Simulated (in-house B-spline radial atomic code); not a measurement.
RPA and G0W0 on TPSS: the niobium ion Nb⁵⁺

Configuration [Ar] 3d10 4s2 4p6, mean-field start TPSS. Computed with an all-electron radial atomic-structure program (B-spline basis): all electrons, non-relativistic, point nucleus, each spin shell either full or empty, empty states to l = 9 with an (l + 1/2)⁻⁴ tail; G0W0 by contour deformation at full frequency.

Without relativity these are model numbers: it shifts the levels of so heavy an element strongly and can reorder them.

Command:
```bash
python run_gw.py task.json out
```
Settings (radii: box in bohr, nucleus in fm):
```
Z                        41
electrons                36
configuration            [Ar] 3d10 4s2 4p6
hamiltonian              nr
method                   tpss,tpss
lmax                     9
spin_polarised           False
box_radius               10.43
intervals                51
```

Run time, properties included: 2.6 s on 1 thread of Arm Neoverse N1 (shared host).

Energies (hartree):

| term | value |
| --- | --- |
| mean-field total | -3750.41208 |
| Hartree-Fock functional on these orbitals | -3748.77815 |
| direct second order | -3.0511 |
| second-order exchange | 0.87191 |
| SOSEX correction | 0.81204 |

Q: What is the RPA correlation energy, and what remains with SOSEX?

A: RPA gives -2.7039 hartree (-2.04 eV per electron); RPA + SOSEX gives -1.8918, and the second-order doubles -2.1792 hartree (no singles). RPA lacks exchange-type terms and so overcorrelates at short range.

Quasi-particle levels (eV):

```tsv
level	occupied	mean field	Σx - vxc	Σc	QP weight	G0W0
4p	yes	-93.87	-7.97	?	?	?
3d	yes	-264.12	-27.94	7.64	0.905	-284.42
4d	no	-57.76	8.69	-2.34	0.966	-51.41
```

G0W0 = mean field + (Σx - vxc) + Σc, with Σc (partial-wave tail included) taken at the quasi-particle energy. Only the outer levels were computed. Levels of low weight are left out.

Q: Where does G0W0 put 4p?

A: At -102.44 eV, with Σc = -0.60 eV and a quasi-particle weight of 0.952. The tabulated removal energy is 102.069 ± 0.006 eV (NIST, semi-empirical); the calculation leaves out relativity, Breit and QED terms, and what these don't explain is the method's own error.
